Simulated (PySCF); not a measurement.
Isomers of [C6H13P2]+ (charge +1), one GFN2-xTB conformer each. Single-point energies are computed at PBE0/pcSseg-1 (PySCF, gas phase, no added dispersion term), electronic only.

Question: Rank them by PBE0/pcSseg-1 energy, lowest first (kJ/mol).
A. `[CH2:1]=[CH:2][P@H+:3](/[CH:4]=[CH:5]\[CH3:6])[CH2:7][PH2:8]` (charge +1) with C1–C2–P3–C4 136°, C2–P3–C4–C5 -69°, C2–P3–C7–P8 164°, P3–C7–P8–H 74° and 167°
B. `[CH:1]#[C:2][P+:3]([CH3:4])([CH3:5])[CH2:6][CH2:7][PH2:8]` (charge +1) with C2–P3–C6–C7 -39°, P3–C6–C7–P8 -57°, C6–C7–P8–H -168° and 99°

Answer: A (0.0), B (15.0).

Neighbours under 21 kJ/mol apart (C=C[P@H+](/C=C\C)CP and C#C[P+](C)(C)CCP) can change places with a better method, another conformer or zero-point energy. GFN2-xTB itself gives, in the same order: 2.4, 0.0. GFN2-xTB puts C#C[P+](C)(C)CCP lowest instead.

Which frontier levels and rotational constants go with these structures?

| SMILES | HOMO (eV, PBE0/pcSseg-1) | LUMO (eV) | A, B, C (MHz) |
| --- | --- | --- | --- |
| C=C[P@H+](/C=C\C)CP | -11.46 | -5.35 | 1557, 1089, 815.8 |
| C#C[P+](C)(C)CCP | -10.99 | -5.02 | 1823, 992.9, 882.8 |
